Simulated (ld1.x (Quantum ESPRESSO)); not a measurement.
## Configuration tests for vanadium (V) (PAW)

| Quantity | Value |
| --- | --- |
| Element | V |
| Generator | ld1.x (Quantum ESPRESSO) 7.5 |
| Type | PAW |
| Functional | LDA (PZ) |
| Relativity | scalar-relativistic |
| Frozen core | [Ne] 3s2 |
| Valence charge | 11 |
| Reference configuration | 3p6 3d3 4s0.5 4p0 (charge +1.5) |
| Partial waves | 4s (bound): rcut 1.80, rcutus 2.35 bohr; 4s channel at 1.1 Ry: rcut 1.80, rcutus 2.35 bohr; 3p (bound): rcut 1.40, rcutus 1.55 bohr; 4p (bound, empty): rcut 1.40, rcutus 1.55 bohr; 3d (bound): rcut 1.30, rcutus 1.40 bohr; 3d channel at -0.15 Ry: rcut 1.30, rcutus 1.40 bohr |
| Local potential | all-electron potential smoothed inside 1.80 bohr (lloc = -1) |
| Core correction | Bessel-smoothed model core, default radius (core density twice the valence density) |
| Augmentation charge | PSQ, inside the norm-conserving radii |

Energies are relative to the spin-unpolarised reference configuration 3p6 3d3 4s0.5 4p0; without spin polarisation the order of configurations can differ from experiment. Spin-polarised rows fill each open shell by Hund’s rule, majority spin first.

| valence configuration | charge | ΔE all-electron (eV) | error AE − PS (meV) |
| --- | --- | --- | --- |
| 3p6 3d3 4s1 4p0 | +1 | -6.426 | +0.5 |
| 3p6 3d3 4s0 4p0 | +2 | 8.120 | -0.7 |
| 3p6 3d3.5 4s1.5 4p0 | 0 | -14.339 | -0.1 |
| 3p6 3d3 4s1.5 4p0 | +0.5 | -11.187 | +1.1 |
| 3p5 3d3 4s2 4p0 | +1 | 36.518 | -55 |
| 3p6 3d3 4s1 4p1 | 0 | -10.958 | +1.0 |
| 3p6 3d3 4s0.5 4p0 (spin-polarised) | +1.5 | -2.088 | -2.4 |
| 3p6 3d3 4s2 4p0 (spin-polarised) | 0 | -15.995 | -0.1 |

**Question.** What are ΔE and the potential's error for 3p6 3d3 4s2 4p0?

**Answer.** ΔE = -14.367 eV all-electron; the error (AE − PS) is +1.8 meV.

Levels in the configuration 3p5 3d3 4s2 4p0:

```csv
level,all-electron (eV),pseudo (eV)
3p,-58.393,-58.481
3d,-18.588,-18.645
4s,-12.868,-12.876
```
